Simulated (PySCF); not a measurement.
A series of related molecules.

All values: CAM-B3LYP/def2-SVPD (PySCF) at PBE0-D3(BJ)/def2-SVP geometries, gas phase, one conformer each. Core orbitals are frozen in the response; Δα² is half the sum of the squared differences of the principal polarisabilities. The calculation is non-relativistic, for germanium too.

Question: Rank by mean static polarisability, highest first.
A. `C#[C][GeH2][C](=O)C(F)(F)F`
B. `[C](#C)[GeH2][NH]C(=O)C`
C. `C#[C][GeH2][B](F)F`
D. `C#[C][GeH2][O]C(C)C`
E. `C#[C][GeH2][n]1cccc1`

Answer: E (15.03 Å³), D (13.55 Å³), B (12.66 Å³), A (11.86 Å³), C (9.73 Å³).

Question: Rank by HOMO energy, lowest first.
A. `C#[C][GeH2][C](=O)C(F)(F)F`
B. `C#[C][GeH2][NH]C(=O)C`
C. `[GeH2]([C]#C)[n]1cccc1`
D. `C#[C][GeH2][O]C(C)C`
E. `C#[C][GeH2][B](F)F`

Answer: E (-9.49 eV), A (-9.32 eV), D (-9.18 eV), B (-9.02 eV), C (-7.38 eV).

Question: Rank by vertical ionisation energy (ΔSCF), lowest first.
A. `C#[C][GeH2][NH]C(C)=O`
B. `C#[C][GeH2][n]1cccc1`
C. `C#[C][GeH2][C](=O)C(F)(F)F`
D. `C#[C][GeH2][B](F)F`

Answer: B (8.06 eV), A (9.73 eV), C (10.11 eV), D (10.42 eV).

All values together:

```json
{"SMILES": "C#[C][GeH2][NH]C(C)=O", "formula": "C4H7GeNO", "μ (D)": "3.35", "HOMO (eV)": "-9.02", "LUMO (eV)": "0.63", "α (Å³)": "12.66", "Δα (Å³)": "3.54", "electrons": "78", "α per electron (Å³)": "0.162", "ΔSCF removal energy (eV)": "9.73"}
{"SMILES": "C#[C][GeH2][n]1cccc1", "formula": "C6H7GeN", "μ (D)": "2.08", "HOMO (eV)": "-7.38", "LUMO (eV)": "0.48", "α (Å³)": "15.03", "Δα (Å³)": "6.51", "electrons": "82", "α per electron (Å³)": "0.183", "ΔSCF removal energy (eV)": "8.06"}
{"SMILES": "C#[C][GeH2][B](F)F", "formula": "C2H3BF2Ge", "μ (D)": "0.82", "HOMO (eV)": "-9.49", "LUMO (eV)": "-0.13", "α (Å³)": "9.73", "Δα (Å³)": "3.73", "electrons": "70", "α per electron (Å³)": "0.139", "ΔSCF removal energy (eV)": "10.42"}
{"SMILES": "C#[C][GeH2][C](=O)C(F)(F)F", "formula": "C4H3F3GeO", "μ (D)": "2.32", "HOMO (eV)": "-9.32", "LUMO (eV)": "-1.11", "α (Å³)": "11.86", "Δα (Å³)": "4.69", "electrons": "94", "α per electron (Å³)": "0.126", "ΔSCF removal energy (eV)": "10.11"}
{"SMILES": "C#[C][GeH2][O]C(C)C", "formula": "C5H10GeO", "μ (D)": "1.37", "HOMO (eV)": "-9.18", "LUMO (eV)": "0.61", "α (Å³)": "13.55", "Δα (Å³)": "2.99", "electrons": "80", "α per electron (Å³)": "0.169", "ΔSCF removal energy (eV)": "9.81"}
```

Conformers: `[CH:1]#[C:2][GeH2:3][NH:4][C:5]([CH3:6])=[O:7]` with C2–Ge3–N4–C5 69°, Ge3–N4–C5–C6 -179°; `[CH:1]#[C:2][GeH2:3][n:4]1[cH:5][cH:6][cH:7][cH:8]1` with C2–Ge3–N4–C5 138°; `[CH:1]#[C:2][GeH2:3][B:4]([F:5])[F:6]` with C2–Ge3–B4–F5 121°; `[CH:1]#[C:2][GeH2:3][C:4](=[O:5])[C:6]([F:7])([F:8])[F:9]` with C2–Ge3–C4–O5 -28°; `[CH:1]#[C:2][GeH2:3][O:4][CH:5]([CH3:6])[CH3:7]` with C2–Ge3–O4–C5 39°, Ge3–O4–C5–C6 67°.

Question: By how much does the ΔSCF value exceed −ε(HOMO) over the species that have both?

Answer: By 0.63 to 0.94 eV, 0.75 eV on average, over 5 species.
